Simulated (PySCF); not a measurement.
## Ag (silver, neutral) across methods

[Kr] 4d9 5s1 5p1, one real determinant (an excited configuration). Calculation: PySCF 2.14, in ANO-RCC-VTZP (7s6p4d2f1g, 68 functions); the spin-free X2C one-electron Hamiltonian (Gaussian nucleus).

```tsv
method	E (hartree)	mean ε 4d β (eV)	mean ε 5s α (eV)	mean ε 5p α (eV)	Σ⟨r²⟩ (bohr²)	⟨S²⟩
UHF	-5312.42979	-18.552	-9.920	-5.147	56.92	3.753
wB97X	-5315.13	-16.144	-9.787	-4.849	56.40	3.750
PBE	-5314.57	-11.531	-6.923	-2.373	56.43	3.751
MN15	-5318.65	-14.661	-8.453	-3.467	56.28	3.751
r2SCAN	-5314.97	-11.823	-7.200	-2.607	56.11	3.752
PBE0	-5314.64	-13.525	-7.830	-3.171	56.33	3.751
LDA	-5309.44	-11.758	-7.197	-2.444	56.34	3.751
```

Task: Estimate the same row for BLYP.

Result: E (hartree) = -5315.15; mean ε 4d β (eV) = -11.428; mean ε 5s α (eV) = -6.754; mean ε 5p α (eV) = -2.123; Σ⟨r²⟩ (bohr²) = 56.53; ⟨S²⟩ = 3.750.

⟨L²⟩ = 8.04 against 12 for a pure F term, so this real determinant mixes terms.
